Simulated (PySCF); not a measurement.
An element was calculated at UHF (PySCF 2.14, ECP, a quadruple-zeta basis, no spin-orbit coupling), in the ground configurations that NIST lists.

```
electron affinity          : -2.131 eV
first ionisation energy    : 5.906 eV
second ionisation energy   : 15.673 eV
third ionisation energy    : 27.194 eV
polarisability of the atom : 95.7 bohr³
```

Problem. Which element is it?

Solution. Rhenium (Re, Z = 75), in def2-QZVPPD with the def2 core potential (60 electrons). NIST lists 7.834, 16.6 ± 0.5, 27 ± 1.6 eV for these ionisation energies.
